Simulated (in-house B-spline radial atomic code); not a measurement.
A calculation on Pd6+ (an excited or competing configuration): its settings, and results tabulated from the run. Level of theory: scalar-relativistic (X2C) PBE0, spin-polarised, spherical fractional occupations, exact exchange averaged over the configuration, Fermi nucleus of rms radius 4.5318 fm; calculated with a B-spline radial code for spherical atoms.

Command:
```bash
python run_scf.py task.json out
```
Settings (nuclear radius in fm, mass in u):
```
Z                46
configuration    [Ar] 3d10 4s2 4p5 4d5
hamiltonian      x2c
method           pbe0
spin_polarised   True
nucleus          fermi
rms_radius       4.5318
atomic_mass      105.90348
speed_of_light   137.035999084
exact_exchange   averaged over the configuration
```

Output (hartree, bohr):
```
 radial grid: 66 intervals, B-splines of order 8, outer radius 15.5224 bohr

 iter        energy (Eh)    residual
    1       -5022.914728    7.86e-01
    2       -5031.264319    3.39e-01
    3       -5033.648123    9.20e-02
    4       -5033.811498    2.93e-02
    5       -5033.822216    1.16e-02
    6       -5033.824789    1.30e-03
    7       -5033.824806    9.72e-05
    8       -5033.824806    9.67e-06
    9       -5033.824806    3.16e-07

 total energy                     -5033.82481
 kinetic                            5258.6521
 electron-nucleus                 -12055.0909
 Hartree                            1904.4063
 exact exchange                      -34.9097
 exchange-correlation               -106.8826

 orbital      occ     eigenvalue          <r>       <r^2>       <1/r>       r_max
 1s up      1.000      -893.6569    0.0313127  0.00133562     50.1162     0.02002
 1s down    1.000      -893.6457    0.0313123  0.00133558     50.1167     0.02002
 2s up      1.000      -134.5637     0.137837    0.022463     11.2993      0.1167
 2s down    1.000      -134.5015     0.137811   0.0224546     11.3018      0.1167
 2p up      3.000      -121.0305     0.120398   0.0177198     10.6211     0.09315
 2p down    3.000      -120.9719     0.120372   0.0177117      10.623     0.09314
 3s up      1.000       -27.7021     0.378282    0.163865     3.91074      0.3415
 3s down    1.000       -27.6617     0.378118    0.163632     3.90978      0.3416
 3p up      3.000       -23.2192     0.377675    0.165795     3.66875      0.3346
 3p down    3.000       -23.1703     0.377579    0.165603     3.66695      0.3349
 3d up      5.000       -16.0920     0.356613    0.151652     3.42656       0.282
 3d down    5.000       -16.0205     0.356586    0.151468     3.42459      0.2825
 4s up      1.000        -7.0096      0.91843    0.949933     1.50904      0.8434
 4s down    1.000        -6.6757     0.915724    0.945886     1.51793      0.8388
 4p up      3.000        -5.6522     0.985246     1.10022     1.37238      0.8929
 4p down    2.000        -5.3203     0.985674     1.10392      1.3763      0.8888
 4d up      5.000        -3.6009       1.1488      1.5197     1.13915       1.002
```

Time taken, with all properties: 0.16 s on 1 thread of Intel(R) Xeon(R) 6975P-C, on a shared host.

One-electron X2C: radii and densities carry no picture-change correction, so inner-shell <1/r> comes out high (for 1s by about 2 % at Z = 33, 5 % at 54, 10 % at 75, 30 % at 118) and <r> low.
